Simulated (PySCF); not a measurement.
# Bond length, frequency and bond energy of CsI by level of theory

State: ¹Σ⁺ (singlet), closed shell. Set-up: basis Cs def2-TZVPP with ECP46, I def2-TZVPP with ECP28; scalar-relativistic core potentials; PySCF 2.14. De refers to Cs + I in their high-spin ground configurations, without counterpoise correction. A positive dipole means Cs(−)I(+).

```
      Level  Re (Å)  ωe (cm⁻¹)  De (eV)   μ (D)
        RHF   3.456        108     2.77  -13.06
    RHF-MP2   3.356        115     3.60     n/a
RHF-SCS-MP2   3.379        113     3.52     n/a
   RHF-CCSD   3.388        112     3.39     n/a
RHF-CCSD(T)   3.382        112     3.45     n/a
        PBE   3.329        115     3.54  -11.06
     PBEsol   3.289        120     3.70  -10.84
     r²SCAN   3.347        116     3.70  -11.73
    r²SCANh   3.345        116     3.68  -11.79
      B3LYP   3.371        113     3.45  -11.69
       PBE0   3.326        117     3.59  -11.51
      B97-3   3.365        112     3.60  -11.89
      ωB97X   3.374        115     3.78  -12.34
```

Q: What are the measured Re and ωe, and which levels come closest?

A: Re = 3.315192 Å and ωe = 119.178 cm⁻¹ (Huber and Herzberg, Constants of Diatomic Molecules (1979)). Closest are PBE0 for the length (off by 0.011 Å) and PBEsol for the frequency (off by 0.9 %).

| Level | error in Re (pm) | error in ωe (%) |
| --- | --- | --- |
| RHF | 14.1 | -9.8 |
| RHF-MP2 | 4.1 | -3.6 |
| RHF-SCS-MP2 | 6.4 | -5.4 |
| RHF-CCSD | 7.3 | -6.0 |
| RHF-CCSD(T) | 6.6 | -5.6 |
| PBE | 1.4 | -3.1 |
| PBEsol | -2.6 | 0.9 |
| r²SCAN | 3.2 | -3.0 |
| r²SCANh | 3.0 | -2.5 |
| B3LYP | 5.5 | -5.6 |
| PBE0 | 1.1 | -1.6 |
| B97-3 | 5.0 | -5.8 |
| ωB97X | 5.9 | -3.5 |

Correlated steps freeze 4 core orbitals. These are scalar-relativistic numbers at best; spin–orbit coupling would shift them, the dissociation energy most. Where the molecule has an RHF reference, its open-shell atoms are computed with UHF.
